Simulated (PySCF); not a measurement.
Write Cartesian coordinates for `CNc1ccc(F)cc1` (4-fluoro-N-methylaniline) as optimised with PBE0-D3(BJ)/def2-SVP.

```xyz
17
C7H8FN angstrom
C      2.6625    0.0354    0.1487
N      1.5320   -0.8363    0.2647
C      0.2368   -0.3703    0.2948
C     -0.0585    0.9955    0.4559
C     -1.3785    1.4395    0.5091
C     -2.4173    0.5289    0.3955
F     -3.6838    0.9573    0.4386
C     -2.1563   -0.8272    0.2320
C     -0.8416   -1.2704    0.1833
H      2.7721    0.6755    1.0411
H      2.6143    0.7028   -0.7350
H      3.5775   -0.5667    0.0692
H      1.6482   -1.7784   -0.0787
H      0.7470    1.7254    0.5431
H     -1.6090    2.4992    0.6350
H     -2.9902   -1.5262    0.1432
H     -0.6380   -2.3376    0.0583
```

Any rigid rotation of these coordinates is as good. Atoms count from 1 in this order. The 6-membered ring C3–C4–C5–C6–C8–C9 has internal angles of 117.9° to 121.2°; it is planar, 0.00 Å rms from its mean plane, widest ring torsion 0°. N2 (aniline-type nitrogen) has angles 122.6°, 116.7° and 115.6°, sum 354.9°, 0.16 Å off the plane of its three neighbours. Of the pairs four or more bonds apart, C1···H14 is among the closest relative to their van der Waals radii: 2.58 Å, 89 % of the sum of Bondi's values. The 6 C–C bonds span 1.386 Å (C5–C6, aromatic) to 1.409 Å (C3–C9, aromatic), a spread of 0.023 Å.

Bonds between heavy atoms (Å): C1–N2 1.432, N2–C3 1.377, C3–C4 1.407, C4–C5 1.394, C5–C6 1.386, C6–F7 1.338, C6–C8 1.391, C8–C9 1.388, C3–C9 1.409.

Computed with PBE0-D3(BJ)/def2-SVP geometry optimisation, gas phase (PySCF 2.14.0).

Point group: near Cs, missed by 0.28 Å at most; the miss may be what the optimiser left on a soft mode. Stationary, but not proved a minimum. The numbers are those of one conformer (C1–N2–C3–C4 -12°).
